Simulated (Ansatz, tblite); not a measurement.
Forces on HfZrO4 at its PBE0-D4/def2-SVP geometry. The state is a singlet with charge 0.

In the def2 sets Hf, Zr take a core potential; there is no spin–orbit coupling. The xTB rows come from tblite. The structure comes from a short search, and lower isomers may exist.

GFN1-xTB (tblite), largest force 1.93 eV/Å:

```xyz
6
positions Å, forces eV/Å
Hf    1.071   -1.074   -0.483   -1.062    1.046    0.460
Zr   -1.445    0.531   -0.271    1.743   -0.802    0.165
O    -0.693   -1.180    0.403   -0.097    0.148   -0.730
O    -1.493    1.778    0.957   -0.532    0.453    0.159
O     0.256    0.533   -1.298   -0.493   -0.566   -0.020
O     2.303   -0.588    0.692    0.441   -0.278   -0.034
```

GFN2-xTB (tblite), largest force 0.70 eV/Å:

```
Hf 0.145 0.303 0.385
Zr 0.555 -0.408 -0.101
O -0.609 -0.254 0.126
O -0.159 0.242 0.155
O -0.263 0.370 -0.495
O 0.331 -0.253 -0.070
```

ωB97M-V/def2-TZVP (Ansatz), largest force 0.37 eV/Å:

```
Hf 0.052 0.242 0.272
Zr -0.007 0.133 0.130
O -0.082 -0.246 0.020
O -0.058 -0.018 -0.051
O 0.069 0.026 -0.249
O 0.026 -0.137 -0.123
```
